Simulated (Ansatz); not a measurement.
Ansatz results at the PBE0-D4/def2-TZVP geometry: HOMO–LUMO gap (PBE0/def2-TZVPP) 6.99 eV; ideal-gas entropy at 298 K and 1 bar (rigid rotor, harmonic PBE0-D4/def2-TZVP) 315 J/(mol·K); HOMO energy (PBE0/def2-TZVPP) -7.49 eV.

Each molecule was computed in one conformer, which needn't be the lowest.

Problem. Which molecule gave them?
A. `C[SiH]1CN1`
B. `C=NC[SiH3]`
C. `N=CC[SiH3]`
D. `OB(F)[SiH2]Br`

Solution. B. The others give `N=CC[SiH3]`: 7.30, 318, -7.58; `OB(F)[SiH2]Br`: 7.44, 355, -8.42; `C[SiH]1CN1`: 7.01, 308, -6.52.
